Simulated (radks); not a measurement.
Task: The mean radii <r> (bohr) of the occupied orbitals of an atom or ion are listed with their occupations. Calculated with a radial shooting solver on a logarithmic mesh with Libxc functionals: scalar-relativistic Kohn-Sham, PBE, spin-polarised, spherical densities, point nucleus.

| orbital | occ. | <r> |
|---|---|---|
| 1s down | 1 | 0.03185 |
| 1s up | 1 | 0.03185 |
| 2s up | 1 | 0.1383 |
| 2s down | 1 | 0.1383 |
| 2p up | 3 | 0.1206 |
| 2p down | 3 | 0.1206 |
| 3s up | 1 | 0.3792 |
| 3s down | 1 | 0.3792 |
| 3p up | 3 | 0.3786 |
| 3p down | 3 | 0.3785 |
| 3d up | 5 | 0.3575 |
| 3d down | 5 | 0.3574 |
| 4s up | 1 | 0.9333 |
| 4s down | 1 | 0.9307 |
| 4p up | 3 | 1.013 |
| 4p down | 3 | 1.012 |
| 4d up | 5 | 1.245 |
| 4d down | 1 | 1.257 |

Name the element and its charge. Open shells, if any, are filled with parallel spins first.

Result: Z = 46, palladium, charge +4: Pd4+ in [Kr] 4d6. The 1s radius gives Z: for a bare nucleus <r> = (2 gamma + 1)/(2Z) with gamma = sqrt(1 - (Z/c)^2), 0.03135 bohr for Z = 46, and screening makes it slightly larger (0.03185 here). The occupations add up to 42, and the charge is Z minus that.
